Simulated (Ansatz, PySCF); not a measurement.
Gas-phase reaction (SMILES): OB(O)F [fluoroboronic acid] + Cl (HCl) → OB(O)Cl [chloroboronic acid] + F (HF); hydrogen chloride cleaves one B-F bond, a model of a ligand-exchange step.

Geometries: B3LYP-D3(BJ)/def2-TZVP minima from Ansatz (a quantum-chemistry and plane-wave program), one conformer each, not searched for the lowest. Correlated levels leave the core frozen unless marked. No spin-orbit coupling. Non-relativistic. Basis-set limits of correlation are two-point, X^-3; Hartree-Fock from the larger set. Thermal terms are rigid-rotor harmonic-oscillator values from B3LYP-D3(BJ) frequencies (Ansatz or PySCF) at 298.15 K and 1 atm. 1 Eh = 627.5095 kcal/mol.

```tsv
species	E, CCSD(T)/CBS(cc-pV(T+d)Z,cc-pV(Q+d)Z) (Ansatz) (Eh)	E, wB97X-V/def2-TZVPD (Ansatz) (Eh)	H - E (Eh)	G - E (Eh)
OB(O)F	-276.30590	-276.55081	0.04166	0.01034
Cl (HCl)	-460.37849	-460.74931	0.01000	-0.01120
OB(O)Cl	-636.26434	-636.81628	0.04002	0.00784
F (HF)	-100.39146	-100.45520	0.01259	-0.00713
```

### Question
Work out ΔE and ΔH, ΔG, ΔS and the equilibrium constant at 298.15 K at the first level, then ΔH at the second.

### Answer

1. ΔE = [(-636.26434) + (-100.39146)] - [(-276.30590) + (-460.37849)] = 0.02859 Eh = 17.9 kcal/mol at CCSD(T)/CBS(cc-pV(T+d)Z,cc-pV(Q+d)Z).
2. The terms H - E add up to 0.00095 Eh, so ΔH = (0.02859 + (0.00095))×627.5095 = 18.5 kcal/mol.
3. The terms G - E add up to 0.00157 Eh, so ΔG = 18.9 kcal/mol, and ΔS = (0.00095 - (0.00157))×627509.5/298.15 = -1.3 cal/(mol K).
4. log10 K = -ΔG/(RT ln 10) = -13.9, with RT ln 10 = 1.3642 kcal/mol.
5. At wB97X-V/def2-TZVPD the same steps give ΔE = 18.0 and ΔH = 18.6 kcal/mol, a shift of +0.1 from the first level.
6. These values are not checked against measurement here, since the tables used lack a sound gas-phase enthalpy of formation for at least one species.
